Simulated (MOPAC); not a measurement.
MOPAC input (PM7):

```
PM7 1SCF CHARGE=-1 GEO-OK AUX(PRECISION=9) THREADS=1
CH6NSi

C    -1.65374600 1    0.18441700 1   -0.09127600 1
N    -0.42156000 1   -0.50518300 1   -0.39285100 1
Si    1.11720000 1    0.11703400 1    0.39379600 1
H    -1.76278200 1    1.18704300 1   -0.55378400 1
H    -1.71206000 1    0.34233600 1    0.99163100 1
H    -2.54168700 1   -0.39783600 1   -0.38883900 1
H    -0.34324000 1   -0.65293700 1   -1.39195600 1
H     2.05652800 1   -0.92282200 1   -0.25345900 1
H     1.53583900 1    1.23551300 1   -0.61912500 1
```

Output:

```
 *******************************************************************************
 **                                                                           **
 **                              MOPAC v23.2.5                                **
 **                                                                           **
 *******************************************************************************
 ** MOPAC's Digital Object Identifier: https://doi.org/10.5281/zenodo.6511958 **
 **                                                                           **
 ** Please cite the open-source release paper for use of this MOPAC version:  **
 ** J. E. Moussa and J. J. P. Stewart (2026)                                  **
 ** MOPAC: An open-source semiempirical molecular orbital program             **
 ** J. Open Source Softw., 11(119), 8025, https://doi.org/10.21105/joss.08025 **
 *******************************************************************************

                              PM7 CALCULATION RESULTS

 *******************************************************************************
 *  PM7        - The PM7 Hamiltonian to be used
 *  GEO-OK     - OVERRIDE INTERATOMIC DISTANCE AND OTHER SAFETY CHECKS
 *
 *
 *
 *                 CHARGE ON SYSTEM = -1
 *
 *
 *
 *  1SCF       - DO 1 SCF AND THEN STOP
 *  AUX        - OUTPUT AUXILIARY INFORMATION
 *******************************************************************************
PM7 1SCF CHARGE=-1 GEO-OK AUX(PRECISION=9) THREADS=1
 CH6NSi

   ATOM   CHEMICAL          X               Y               Z
  NUMBER   SYMBOL      (ANGSTROMS)     (ANGSTROMS)     (ANGSTROMS)

     1       C         -1.65374600  *   0.18441700  *  -0.09127600  *
     2       N         -0.42156000  *  -0.50518300  *  -0.39285100  *
     3      Si          1.11720000  *   0.11703400  *   0.39379600  *
     4       H         -1.76278200  *   1.18704300  *  -0.55378400  *
     5       H         -1.71206000  *   0.34233600  *   0.99163100  *
     6       H         -2.54168700  *  -0.39783600  *  -0.38883900  *
     7       H         -0.34324000  *  -0.65293700  *  -1.39195600  *
     8       H          2.05652800  *  -0.92282200  *  -0.25345900  *
     9       H          1.53583900  *   1.23551300  *  -0.61912500  *

          CARTESIAN COORDINATES

    NO.       ATOM           X           Y           Z

     1         C         -1.6537      0.1844     -0.0913
     2         N         -0.4216     -0.5052     -0.3929
     3        Si          1.1172      0.1170      0.3938
     4         H         -1.7628      1.1870     -0.5538
     5         H         -1.7121      0.3423      0.9916
     6         H         -2.5417     -0.3978     -0.3888
     7         H         -0.3432     -0.6529     -1.3920
     8         H          2.0565     -0.9228     -0.2535
     9         H          1.5358      1.2355     -0.6191

 General Reference for PM7:
 "Optimization of Parameters for Semiempirical Methods VI: More Modifications to the
 NDDO Approximations and Re-optimization of Parameters", J. J. P. Stewart, J. Mol. Mod., 1:32, 19 (2013)
 https://link.springer.com/article/10.1007/s00894-012-1667-x

           Empirical Formula: C H6 N Si  =     9 atoms

      MOLECULAR POINT GROUP   :   C1

      RHF CALCULATION, NO. OF DOUBLY OCCUPIED LEVELS = 10

 -------------------------------------------------------------------------------
 PM7 1SCF CHARGE=-1 GEO-OK AUX(PRECISION=9) THREADS=1
 CH6NSi

     1SCF WAS SPECIFIED, SO BFGS WAS NOT USED
     SCF FIELD WAS ACHIEVED

                              PM7 CALCULATION
                                                       MOPAC v23.2.5 Linux

          FINAL HEAT OF FORMATION =         10.24576 KCAL/MOL =      42.86826 KJ/MOL

          COSMO AREA              =        110.19 SQUARE ANGSTROMS
          COSMO VOLUME            =         98.17 CUBIC ANGSTROMS

          IONIZATION POTENTIAL    =          2.101440 EV
          HOMO LUMO ENERGIES (EV) =         -2.101  7.852
          NO. OF FILLED LEVELS    =         10
          MOLECULAR WEIGHT        =         60.1506         POINT GROUP:  C1

          MOLECULAR DIMENSIONS (Angstroms)

            Atom       Atom       Distance
            H     8    H     6     4.63007
            H     7    H     5     2.56487
            H     6    H     9     2.08368

          SCF CALCULATIONS        =          1

   ATOM   CHEMICAL          X               Y               Z
  NUMBER   SYMBOL      (ANGSTROMS)     (ANGSTROMS)     (ANGSTROMS)

     1       C         -1.65374600  *   0.18441700  *  -0.09127600  *
     2       N         -0.42156000  *  -0.50518300  *  -0.39285100  *
     3      Si          1.11720000  *   0.11703400  *   0.39379600  *
     4       H         -1.76278200  *   1.18704300  *  -0.55378400  *
     5       H         -1.71206000  *   0.34233600  *   0.99163100  *
     6       H         -2.54168700  *  -0.39783600  *  -0.38883900  *
     7       H         -0.34324000  *  -0.65293700  *  -1.39195600  *
     8       H          2.05652800  *  -0.92282200  *  -0.25345900  *
     9       H          1.53583900  *   1.23551300  *  -0.61912500  *

                             CARTESIAN COORDINATES

   1    C       -1.653746000     0.184417000    -0.091276000
   2    N       -0.421560000    -0.505183000    -0.392851000
   3   Si        1.117200000     0.117034000     0.393796000
   4    H       -1.762782000     1.187043000    -0.553784000
   5    H       -1.712060000     0.342336000     0.991631000
   6    H       -2.541687000    -0.397836000    -0.388839000
   7    H       -0.343240000    -0.652937000    -1.391956000
   8    H        2.056528000    -0.922822000    -0.253459000
   9    H        1.535839000     1.235513000    -0.619125000

           Empirical Formula: C H6 N Si  =     9 atoms

      MOLECULAR POINT GROUP   :   C1

                  EIGENVALUES
 -29.70027 -18.91950 -11.50651 -10.53893  -9.56218  -7.95434  -6.65722  -5.09522
  -3.46437  -2.10144   7.85196   8.65792   9.66342   9.89853  10.02662  10.88911
  12.16695  14.18182  28.20726  28.74705  28.95023  29.20822  30.04851

              NET ATOMIC CHARGES AND DIPOLE CONTRIBUTIONS

  ATOM NO.   TYPE          CHARGE      No. of ELECS.   s-Pop       p-Pop       d-Pop
    1          C          -0.212531        4.2125     1.04248     3.17005
    2          N          -0.749375        5.7494     1.63452     4.11486
    3         Si          -0.325620        4.3256     0.90982     3.28242     0.13338
    4          H           0.072275        0.9277     0.92772
    5          H           0.126090        0.8739     0.87391
    6          H           0.080458        0.9195     0.91954
    7          H           0.233271        0.7667     0.76673
    8          H          -0.102507        1.1025     1.10251
    9          H          -0.122061        1.1221     1.12206
 DIPOLE           X         Y         Z       TOTAL
 POINT-CHG.    -3.245     0.849     0.255     3.364
 HYBRID        -1.182    -0.109    -2.051     2.370
 SUM           -4.427     0.740    -1.796     4.834

          ATOMIC ORBITAL ELECTRON POPULATIONS

     Atom    s        px        py        pz      x^2-y^2     xz        z^2       yz        xy
    1  C   1.04248   0.98199   1.05402   1.13404
    2  N   1.63452   1.20630   1.64754   1.26102
    3 Si   0.90982   0.57079   0.89708   1.81455   0.02373   0.02922   0.01305   0.02518   0.04220
    4  H   0.92772
    5  H   0.87391
    6  H   0.91954
    7  H   0.76673
    8  H   1.10251
    9  H   1.12206

 **********************
 *                    *
 * JOB ENDED NORMALLY *
 *                    *
 **********************

 == MOPAC DONE ==
```

The dipole moment of an ion depends on the origin.

The geometry given is a B3LYP-D3(BJ)/def2-TZVP minimum.
